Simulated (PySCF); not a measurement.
## Calculated NMR data

Calculated, not measured (PySCF 2.14): coordinates at the GFN2-xTB level, shielding tensors at PBE0/pcSseg-1 (GIAO), J couplings at B3LYP/pcJ-1 (spin–dipole term left out of most H,H and C,H couplings). One averaged value for each set of equivalent atoms, one computed conformer, no solvent, non-relativistic.

Shifts are taken against calculated references (same method and geometry level): TMS for ¹H (31.72 ppm), ¹³C (186.93 ppm). Multiplet labels drop J under 1 Hz and among equivalent protons, and merge close values. Unscaled 3J(H,H) run several per cent high. Where no couplings were computed, multiplicities follow the n + 1 count of equivalent neighbours, and m marks all less simple cases (inequivalent or close neighbours, rings, F or P nearby). Acid and N–H amide carbonyl carbons lie up to 10 ppm further downfield in solution (hydrogen bonding). Shifts are as computed. Against solution values, carbons near 30 ppm lie about +3 ppm off and those near 130 ppm about +5 ppm (rms about the fit 2.1 ppm; single classes can miss by 10 ppm). Of 1328 compounds with measured shifts, 309 miss one by over three times the rms of a fit or turn the order of signals round; such compounds aren't used in these exercises. Signals without a measured value on file couldn't be tested in this way; 1H shifts scatter by 0.2 ppm about their fit, and single ones miss by 0.5 ppm. Groups on amide-type nitrogens are kept apart (slow C–N rotation). OH and NH positions are gas-phase values without hydrogen bonding to other molecules.

**1.** `InChI=1S/C5H7NO/c1-2-3-4-5(6)7/h2H2,1H3,(H2,6,7)`. ¹H NMR (500 MHz, computed): δ 5.04 (br, 1H), 4.49 (br, 1H), 2.47 (q, 2H), 1.21 (t, 3H). ¹³C{¹H} NMR (computed): δ 154.3 (C), 95.8 (C), 80.8 (C), 16.6 (CH3), 15.2 (CH2).

**2.** 3-pyrroline, C4H7N. ¹H NMR (500 MHz, computed): δ 6.14 (m, 2H), 3.86 (m, 4H), 0.67 (br s, 1H). ¹³C{¹H} NMR (computed): δ 138.2, 59.5.

**3.** SMILES C=C=CCN, C4H7N. ¹H NMR (500 MHz, computed): δ 5.23 (m, 1H), 4.88 (m, 2H), 3.43 (m, 2H), 0.60 (br s, 2H). ¹³C{¹H} NMR (computed): δ 220.3 (C), 98.5 (CH), 77.5 (CH2), 49.4 (CH2).

**4.** SMILES N[C@@H]1[C@H]2C[C@@H]12, C4H7N. ¹H NMR (500 MHz, computed): δ 1.71 (s, 1H), 1.43 (d, J = 2.9 Hz, 2H), 0.93 (td, J = 2.9, 1.5 Hz, 1H), 0.75 (br s, 2H), -0.07 (d, J = 1.5 Hz, 1H). ¹³C{¹H} NMR (computed): δ 55.5, 19.3, 3.9.
